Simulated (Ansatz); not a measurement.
Species: fluoro(trimethyl)silane, C₃H₉FSi (charge 0, singlet). 
Coordinates optimised at B3LYP-D3(BJ)/def2-TZVP (Ansatz, an electronic-structure program):
```
Si
F 1 1.6195
C 1 1.8648 2 107.28
H 3 1.0920 1 111.16 2 -60.15
H 3 1.0920 4 107.97 1 -122.16
H 3 1.0929 4 107.83 5 -116.26
C 1 1.8648 2 107.28 3 -120.00
H 7 1.0920 1 111.16 2 60.15
H 7 1.0920 8 107.97 1 122.16
H 7 1.0929 8 107.83 9 116.26
C 1 1.8648 2 107.28 3 120.00
H 11 1.0920 1 111.16 2 -60.15
H 11 1.0920 12 107.97 1 -122.16
H 11 1.0929 12 107.83 13 -116.26
```

Dipole moments at this geometry, in debye (magnitudes).

| level | program | dipole (D) |
|---|---|---|
| SVWN5/def2-TZVPD | Ansatz | 1.86 |
| PBE/def2-TZVPD | Ansatz | 1.79 |
| revPBE/def2-TZVPD | Ansatz | 1.77 |
| r2SCAN/def2-TZVPD | Ansatz | 1.81 |
| B97M-V/def2-TZVPD | Ansatz | 1.81 |
| PBE0/def2-TZVPD | Ansatz | 1.87 |
| r2SCANh/def2-TZVPD | Ansatz | 1.84 |
| r2SCAN0/def2-TZVPD | Ansatz | ___ |
| HSE06/def2-TZVPD | Ansatz | 1.86 |
| CAM-B3LYP/def2-TZVPD | Ansatz | 1.88 |
| LC-wPBE/def2-TZVPD | Ansatz | 1.90 |
| wB97M-V/def2-TZVPD | Ansatz | 1.83 |
| CCSD(T)/aug-cc-pV(D+d)Z | Ansatz | ___ |

### Question
What belongs in the gaps?

### Answer

- r2SCAN0/def2-TZVPD, dipole (D): 1.87
- CCSD(T)/aug-cc-pV(D+d)Z, dipole (D): 1.81
